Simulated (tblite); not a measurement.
Compound: C4H13FOSi3.
Z-matrix (Å and degrees, GFN2-xTB geometry), rows numbered from 1:
```
C 
C   1  1.5217
Si  2  1.8914  1  111.70
O   3  1.6302  2  102.36  1   175.76
C   4  1.3595  3  132.87  2   179.50
Si  5  1.8909  4  107.40  3   177.85
C   5  1.3325  4  122.84  3    -1.85
Si  7  1.8642  5  126.63  4   179.84
F   8  1.6151  7  105.19  5   176.02
H   1  1.0874  2  110.68  3    59.39
H   1  1.0874  2  110.59  3   -60.12
H   1  1.0890  2  111.14  3   179.63
H   2  1.0914  1  109.03  3  -121.94
H   2  1.0913  1  109.16  3   122.27
H   3  1.4679  2  112.09  1    57.54
H   3  1.4684  2  111.55  1   -65.28
H   6  1.4634  5  110.20  4   176.98
H   6  1.4642  5  107.54  4    55.79
H   6  1.4644  5  107.63  4   -62.05
H   7  1.0859  5  117.06  4    -0.10
H   8  1.4576  7  114.76  5    62.61
H   8  1.4584  7  114.44  5   -70.69
```

Computed with GFN2-xTB (tblite): harmonic, unscaled wavenumbers at the GFN2-xTB geometry, gas phase. This tight-binding method is rough: wavenumbers can miss measured ones by several per cent, in bad cases by 10 to 20. Modes of hydrogen on silicon can be 10 to 20 % off. One conformer, not necessarily the lowest.

Harmonic wavenumbers (cm⁻¹): 37.1, 41.1, 48.7, 55.5, 76.6, 80.3, 107.9, 151.6, 174.4, 192.1, 222.8, 227.6, 303.5, 355.2, 415.1, 493.3, 514.1, 544.3, 579.2, 584.1, 614.4, 619.7, 716.5, 725.3, 740.2, 756.4, 763.3, 766.9, 782.2, 794.4, 799.7, 807.3, 817.6, 818.7, 887.6, 978.3, 1022.6, 1086.6, 1165.5, 1237.4, 1252.1, 1292.5, 1422.7, 1482.9, 1515.9, 1516.4, 1625.8, 2201.5, 2234.7, 2255.1, 2261.2, 2265.5, 2286.3, 2312.1, 2967.7, 2982.5, 3008.1, 3012.2, 3030.9, 3039.6.

A = 1496, B = 402.5, C = 322.1 MHz; mass 180.026 u (most abundant isotopes); point group C1, symmetry number 1.

Q: Zero-point energy?

A: ½Σν̃ = 33035 cm⁻¹ = 395.19 kJ/mol.

Q: Give the ideal-gas entropy at 400 K and 1 bar in the rigid-rotor, harmonic-oscillator model (classical rotation).

A: Translation 179.73, rotation 136.65, vibration 285.27: S = 601.6 J/(mol K).

Q: And Cp and H(400 K) − H(0)?

A: Cp = 276.11 J/(mol K), of which vibrations give 242.85 (their classical limit is 60 R = 498.9); H(400 K) − H(0) = 67.54 kJ/mol without the zero-point energy, 54.24 from vibrations.

Q: What must be added to the electronic energy to get the Gibbs energy at 400 K and 1 bar?

A: ZPE + [H(400 K) − H(0)] − T·S = 395.19 + 67.54 − 240.66 = 222.07 kJ/mol.

Q: How do the functions run with temperature in this model?

A: 
```
T (K)  S (J/(mol K))  Cp (J/(mol K))  H − H(0) (kJ/mol)  G − H(0) (kJ/mol)  ln q(vib)
  100          351.5           115.4               7.82             -27.33       4.37
  200          448.4           171.7              22.12             -67.56       9.35
  300          529.1           228.8              42.21            -116.52      13.81
  500          667.4           313.6              97.10            -236.62      21.97
  800          833.1           390.1             203.70            -462.74      32.74
 1000          923.8           423.0             285.19            -638.64      39.09
```

q(vib) and H(0) count from the zero-point level.

Hindered rotation and anharmonicity are outside this model. Other conformers, if any are populated, would add a mixing term that is left out.

Time: 1.3 s of wall time. Hardware: an Arm Neoverse V1 with one thread, shared host with 64 logical CPUs at a one-minute load of 28. This covers the Hessian and the dipole derivatives.
